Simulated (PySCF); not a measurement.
**A single-point calculation**

[TaH4]+ (singlet). PySCF 2.14.0, RKS PBE0, Ta def2-SVP with ECP60, H def2-SVP; non-relativistic Hamiltonian with scalar-relativistic core potentials where named; density fitting; no spin-orbit coupling. Purpose: singlet excitations, Tamm-Dancoff PBE0. The geometry is a saddle point of the state and level it was relaxed for.

```python
mol = gto.M(atom='''
Ta     0.13028     0.81020    -0.00000
H      1.23814    -1.37010     0.00000
H     -0.61998     2.36729    -0.00000
H     -1.21889    -0.25449     0.00000
H      0.47642    -1.52269     0.00000''',
    basis={'Ta': 'def2-SVP', 'H': 'def2-SVP'},
    ecp={'Ta': 'def2-SVP'},
    charge=1, spin=0)
mf = dft.RKS(mol, xc='PBE0')
mf.grids.atom_grid = (50, 194)
mf = mf.density_fit()  # fitting sets: Ta def2-universal-JKFIT, H def2-universal-JKFIT
mf.conv_tol = 1e-08; mf.max_cycle = 55
mf.kernel(dm0)  # dm0: converged density of the relaxed state
td = mf.TDA(); td.nstates = 8; td.kernel()
```

Run from Python with OMP_NUM_THREADS=2; the lines above give its settings. Where DIIS fails, smearing, a level shift and second-order steps follow.
It took 4.4 s on 2 threads of Arm Neoverse N1, on a shared host, from an already converged density.

**Question.** Where do the frontier levels lie, over both spins?

**Answer.** HOMO -12.25 eV, LUMO -9.95 eV. The relaxed reference isn't the lowest spin state tried.

**Question.** What are the Mulliken charges and spins?

**Answer.** 
```tsv
atom	charge (e)	spin (e)
Ta1	0.967	0.000
H2	0.102	0.000
H3	-0.094	0.000
H4	-0.068	0.000
H5	0.094	0.000
```

**Question.** Which singlet excitations follow (Tamm-Dancoff, 8 states)?

**Answer.** 
| state | eV | oscillator strength |
| --- | --- | --- |
| 1 | 0.29 | 0.0000 |
| 2 | 0.53 | 0.0003 |
| 3 | 0.55 | 0.0003 |
| 4 | 3.01 | 0.0244 |
| 5 | 3.33 | 0.0052 |
| 6 | 3.38 | 0.0004 |
| 7 | 3.90 | 0.0006 |
| 8 | 3.98 | 0.0030 |
Functionals without range separation put charge-transfer states too low; the basis has no diffuse functions.

The geometry was relaxed with PBE0 (Ta def2-SVP with ECP60, H def2-SVP).
